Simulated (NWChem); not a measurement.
System: C3H7NS; SMILES C/N=C/CS

Input file for NWChem:

```
start job
memory heap 200 mb stack 900 mb global 1100 mb
geometry units angstroms noautosym nocenter noautoz
  C      0.445045    -2.746465    -0.061827
  N     -0.146375    -1.529944     0.441508
  C     -0.331758    -0.560955    -0.369781
  C     -0.902982     0.744667     0.094224
  S      0.352801     2.087465    -0.031185
  H      1.368811    -2.973641     0.512782
  H     -0.244790    -3.597771     0.123341
  H      0.699283    -2.724188    -1.150768
  H     -0.035724    -0.610465    -1.450199
  H     -1.286097     0.650137     1.128583
  H     -1.726292     1.080399    -0.569772
  H      1.224610     1.528974     0.855174
end
basis spherical
  C library 6-31g*
  N library 6-31g*
  S library 6-31g*
  H library 6-31g*
end
dft
  xc m06-2x
  iterations 150
end
cosmo
  do_cosmo_smd true
  solvent hexane
end
task dft energy
```

Coordinates come from a PBE-D3(BJ)/def2-SVP optimisation. No frequency run checked for a minimum. Solvent: n-hexane.

Level: M06-2X/6-31G* with SMD (1 M gas to 1 M solution), gas-phase geometry.

Q: Give the results of this calculation. (M06-2X/6-31G* (spherical d), SMD on the gas-phase geometry.) Quantities: solvation free energy (kcal/mol); cavity-dispersion-structure term (kcal/mol); dipole in solution (D).

A: 
```yaml
solvation free energy (kcal/mol): -4.5
cavity-dispersion-structure term (kcal/mol): -2.0
dipole in solution (D): 1.59
```
